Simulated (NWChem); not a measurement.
Molecule: CH$_{4}$GeO$_{2}$; SMILES [O]1C[O][GeH2]1

```xyz
8

C      0.0000     0.0000     1.6046
O      0.0000     1.1325     0.7215
Ge     0.0000     0.0000    -0.7033
O      0.0000    -1.1325     0.7215
H     -0.9016     0.0000     2.2321
H      0.9016     0.0000     2.2321
H      1.2895     0.0000    -1.5646
H     -1.2895     0.0000    -1.5646
```
Atoms are numbered in this order, from 1.

All runs: NWChem. Medium grid unless said otherwise, to which SCAN and Minnesota functionals are sensitive. Coordinates come from a B3LYP/6-31G* (spherical d) optimisation.

For level PBE/def2-TZVP:

```
Item                         Result
---------------------------  ------
highest occupied level (eV)   -6.01
orbital gap (eV)               4.13
```

Problem. How do the values read with level r2SCAN/def2-TZVP instead?

Solution. 
| Property | Value |
|---|---|
| highest occupied level (eV) | -6.32 |
| orbital gap (eV) | 4.75 |
